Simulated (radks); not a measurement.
Valence configurations of Pb I. Method: Dirac Kohn-Sham, BLYP, spin-unpolarised, spherical densities, point nucleus; open shells fill j = l - 1/2 first; computed with a radial shooting solver on a logarithmic mesh with Libxc functionals. Energies are relative to [Hg] 6p2; eigenvalues in eV.

[Hg] 6p2: E (eV) 0.000; e(4f5/2) -133.94; e(4f7/2) -128.91; e(5d3/2) -21.412; e(5d5/2) -18.835; e(6p1/2) -3.925
[Xe] 4f14 5d10 6s1 6p3: E (eV) 8.855; e(4f5/2) -136.03; e(4f7/2) -131.00; e(5d3/2) -23.387; e(5d5/2) -20.788; e(6p1/2) -4.911
[Xe] 4f13 5d10 6s2 6p3: E (eV) 135.41; e(4f5/2) -153.40; e(4f7/2) -148.23; e(5d3/2) -27.830; e(5d5/2) -24.942; e(6p1/2) -5.402
[Xe] 4f13.5 5d10 6s2 6p2.5: E (eV) 65.422; e(4f5/2) -143.59; e(4f7/2) -138.49; e(5d3/2) -24.603; e(5d5/2) -21.870; e(6p1/2) -4.672
[Xe] 4f14 5d10 6p4: E (eV) 18.227; e(4f5/2) -137.95; e(4f7/2) -132.92; e(5d3/2) -25.182; e(5d5/2) -22.560; e(6p1/2) -5.782
[Xe] 4f14 5d10 6s1.5 6p2.5: E (eV) 4.359; e(4f5/2) -135.01; e(4f7/2) -129.98; e(5d3/2) -22.428; e(5d5/2) -19.840; e(6p1/2) -4.437
[Xe] 4f14 5d9 6s2 6p3: E (eV) 17.991; e(4f5/2) -139.96; e(4f7/2) -134.92; e(5d3/2) -26.028; e(5d5/2) -23.322; e(6p1/2) -5.354
[Xe] 4f13.5 5d9 6s2 6p3.5: E (eV) 85.926; e(4f5/2) -149.69; e(4f7/2) -144.58; e(5d3/2) -29.223; e(5d5/2) -26.360; e(6p1/2) -6.063
[Xe] 4f13.5 5d9 6s1 6p4.5: E (eV) 96.503; e(4f5/2) -151.57; e(4f7/2) -146.47; e(5d3/2) -30.959; e(5d5/2) -28.075; e(6p1/2) -6.907

NIST lists [Hg] 6p2 as the ground configuration; this level of theory agrees among the configurations tried. The energies are those of spherical spin-averaged densities, not of single terms.
